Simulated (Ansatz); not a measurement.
Geometry optimisation, Ansatz, RKS LDA/6-31G*.

The input (input.yaml):

```yaml
crystal:
  periodic: [false, false, false]
  atoms:
    - { symbol: "N", position_ang: [0.348, -1.6065, 2.1222] }
    - { symbol: Al, position_ang: [0.7248, -0.327, 0.7192] }
    - { symbol: C, position_ang: [0.0684, -0.1892, -1.1359] }
    - { symbol: C, position_ang: [-0.0615, 1.3, -0.8689] }
    - { symbol: F, position_ang: [0.5842, 2.0688, -1.7671] }
    - { symbol: F, position_ang: [-1.4828, 1.6201, -0.9281] }
    - { symbol: O, position_ang: [0.3725, 1.4664, 0.448] }
    - { symbol: H, position_ang: [-0.3224, -2.2411, 1.6923] }
    - { symbol: H, position_ang: [-0.2283, -1.0113, 2.8761] }
    - { symbol: H, position_ang: [-0.8309, -0.7578, -1.292] }
    - { symbol: H, position_ang: [0.8935, -0.3794, -1.8451] }
basis:
  gaussian: { orbitals: "6-31G*" }
hamiltonian:
  xc: lda
relax:
  f_tol: 0.02
  max_steps: 50
```

Launched with:

```bash
$ ansatz run input.yaml --threads 2 --pin off --max-ram 3072MiB --backend cpu --events-out ev --progress --plain --runs-dir out
```

Q: Where does it end, and by what steps?

A: The forces met the threshold. After 10 steps the energy has fallen by 1.320 eV; H8 moved furthest, 0.72 Å.

| step | energy less start (eV) | largest force component (eV/Å) | accepted |
| --- | --- | --- | --- |
| 0 | 0.0000 | 3.683 | yes |
| 1 | -0.8017 | 1.603 | yes |
| 2 | -1.0919 | 1.023 | yes |
| 3 | -1.2288 | 0.858 | yes |
| 4 | -1.2865 | 0.431 | yes |
| 5 | -1.3083 | 0.316 | yes |
| 6 | -1.3036 | 0.255 | no |
| 7 | -1.3187 | 0.040 | yes |
| 8 | -1.3200 | 0.024 | yes |
| 9 | -1.3203 | 0.023 | yes |
| 10 | -1.3204 | 0.019 | yes |

```xyz
11
Properties=species:S:1:pos:R:3
N 0.177 -1.408 2.111
Al 0.058 -0.419 0.662
C -0.041 -0.221 -1.265
C -0.101 1.260 -0.849
F 0.920 1.975 -1.386
F -1.245 1.855 -1.274
O -0.034 1.330 0.526
H 0.227 -2.427 2.117
H 0.204 -1.030 3.059
H -0.949 -0.534 -1.804
H 0.848 -0.438 -1.877
```

Whether the end is a true minimum wasn't checked by a vibrational analysis.

Run time: 26 s on 2 threads of Arm Neoverse V1, with other jobs on the host, peak memory 0.18 GiB.
